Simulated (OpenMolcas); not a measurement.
# Cu2+: moving the ligands

Cu2+ with 5 ligands (oxide) in trigonal bipyramidal coordination (D3h) at 2.03 Å, the axial distance 2.253 Å. A charge of +1.6 e stands 2.4 Å behind each ligand. Ligand basis ANO-RCC-VDZP.

```yaml
Program: OpenMolcas 26.06
Method: "SS-CASPT2, IPEA 0.25 Eh, imaginary shift 0.1 Eh (closed shells correlated: 3s 3p and the ligand valence shells)"
Basis: ANO-RCC-VDZP [5s4p2d1f]
Scalar_Hamiltonian: DKH2, point nucleus
Active_space: 9 electrons in 5 orbitals (3d)
State_averaging: 2S+1 = 2 even, 5 roots
Spin-orbit_coupling: RASSI with atomic mean-field integrals over the reference wave functions
```

Runs around this geometry, states (labels of D3, the rotations of D3h). Energies in cm-1 above the lowest state or level, χT in cm3 K/mol.

```
R (Å)  Axial / equatorial distance  Ground state  First state of that spin  First gap with spin-orbit (degeneracies)  χT at 300 K
 2.03                        1.043           2A1                   2E 3660                               3020 (2, 2)        0.638
    2                         1.11           2A1                   2E 1900                               1290 (2, 2)        0.694
 2.03                         1.11           2A1                   2E 1730                               1130 (2, 2)        0.719
 2.11                         1.11           2A1                   2E 1350                                790 (2, 2)        0.795
```

Taking the first state of the same spin as R^-n, n = -ln(1350 / 1900) / ln(2.11 / 2) = 6.4 between the shortest and longest distance.

Roots that are degenerate in the reference are averaged as groups; the widest CASPT2 spread within a group is 81 cm-1 (the 2-fold group of multiplicity 2 near 1900 cm-1 above the lowest state of its run, R = 2, ratio = 1.11). Shifts and gaps below about the spread of the groups concerned are not significant. Over all roots computed the reference weight is 0.68 in R = 2.03 in ratio = 1.043, 0.68 in R = 2 in ratio = 1.11, 0.68 in R = 2.03 in ratio = 1.11, 0.68 in R = 2.11 in ratio = 1.11; a low but even weight reflects the number of correlated electrons. The oxide ions are held by bare point charges, a crude embedding. A single d shell leaves out the double-shell effect, which counts most for late 3d ions, where the CASPT2 field can be off either way by tens of per cent. Ligand-to-metal charge-transfer states are missing. With oxide or sulfide held by bare charges the field of late divalent 3d ions can come out several times too small, and g and χT far too large. Free-ion shares, where given, are those of the reference states; single-state CASPT2 does not remix them. No measured value stands beside these numbers; the geometry was imposed, not optimised, and the real ion may take another.
